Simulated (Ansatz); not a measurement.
Two structures of Zn₂SiN₂H₈O₃, closed shell, reached by relaxing down either side of one saddle point (PBE0-D4/def2-TZVP). Energies are electronic, without zero-point energy. Program: Ansatz 0.2.0. Basis: def2-TZVPP and def2-QZVPP. Cores are frozen in the correlated methods. The 3s and 3p shells of Cu and Zn are frozen; filled d shells are correlated. Extrapolation: Hartree–Fock as exp(−7.88 √X), correlation as X^−2.97. First:

```xyz
16
angstrom
Si -1.3919 0.6298 -0.9745
N -1.2647 0.1006 -2.6595
N -1.3674 1.1486 1.0586
H 0.4326 -0.6510 -1.2117
O 0.0466 -0.1889 -0.4605
Zn 0.2274 0.2087 1.5740
O 1.5369 -0.4046 2.6138
Zn 2.8923 -1.4183 2.1727
O 4.2170 -2.5336 1.7950
H -2.6723 -0.0628 -0.6435
H -1.2402 2.0956 -1.2137
H -1.9176 -0.5770 -3.0199
H -1.0276 0.7690 -3.3753
H -2.2072 0.8399 1.5359
H -1.3218 2.1530 1.1911
H 5.0578 -2.1089 1.6174
```

Second:

Si1  (-1.343, 0.631, -0.662)
N2  (-1.325, 0.110, -2.785)
N3  (-1.294, 1.040, 1.177)
H4  (-1.252, -0.901, -2.826)
O5  (0.068, -0.169, -0.632)
Zn6  (0.521, -0.009, 1.205)
O7  (1.662, -0.352, 2.549)
Zn8  (3.102, -1.338, 2.500)
O9  (4.525, -2.396, 2.608)
H10  (-2.648, -0.098, -0.647)
H11  (-1.427, 2.037, -1.160)
H12  (-2.104, 0.411, -3.360)
H13  (-0.464, 0.488, -3.164)
H14  (-2.043, 0.649, 1.736)
H15  (-1.238, 2.025, 1.407)
H16  (5.259, -2.128, 2.053)
(Å)

Problem. Which bonds change from the first to the second?

Solution. Zn₂SiN₂H₈O₃ ([NH2][SiH2]1[NH2][Zn]([O][Zn][OH])[OH]1) → Zn₂SiN₂H₈O₃ ([NH3][SiH2]1[NH2][Zn]([O][Zn][OH])[O]1); bonds formed: N2–H4; bonds broken: H4–O5; bonds weakened to dative contacts: Si1–N2.

Problem. Give the saddle point's structure and its height above each. (To be estimated.)

Solution. By the calculation: 53.9 kJ/mol above the first and 86.4 kJ/mol above the second (CCSD(T) at an estimated basis limit (MP2 extrapolated from triple and quadruple zeta, plus CCSD(T) − MP2 in triple zeta)).
| atom | x (Å) | y (Å) | z (Å) |
| --- | --- | --- | --- |
| Si1 | -1.4490 | 0.6965 | -0.8082 |
| N2 | -1.0644 | 0.0278 | -2.5768 |
| N3 | -1.3794 | 1.1235 | 1.0963 |
| H4 | -0.0895 | -0.3483 | -1.7079 |
| O5 | 0.0164 | -0.1307 | -0.5662 |
| Zn6 | 0.3419 | 0.1449 | 1.3619 |
| O7 | 1.6034 | -0.3155 | 2.5432 |
| Zn8 | 2.9830 | -1.3597 | 2.2841 |
| O9 | 4.3769 | -2.4542 | 2.2083 |
| H10 | -2.7565 | -0.0075 | -0.6788 |
| H11 | -1.4608 | 2.1330 | -1.2063 |
| H12 | -1.6676 | -0.6854 | -2.9634 |
| H13 | -0.8342 | 0.6922 | -3.3033 |
| H14 | -2.1627 | 0.7603 | 1.6276 |
| H15 | -1.3400 | 2.1171 | 1.2936 |
| H16 | 4.8825 | -2.3940 | 1.3959 |

T1 diagnostic: at most 0.017.

The step is the kind of ligand exchange by which a precursor binds to a hydroxyl group, or is hydrolysed, in atomic layer deposition of oxides. Here a small cluster stands in for the surface site.

Labels in which every atom is bracketed show which atoms are joined, not bond orders.

For scale, one of the runs: CCSD(T)/def2-TZVPP, 437 basis functions, launched by `ansatz run in.yaml --threads 5 --pin off --events-out ev --progress --plain --max-ram 66560MiB --backend cuda --devices 0, --max-vram 37GiB`. Hardware: 5 CPU threads of an AMD EPYC 7R13 and a share of one NVIDIA H100, shared host. Wall time 41 s; peak host memory 1.1 GiB.
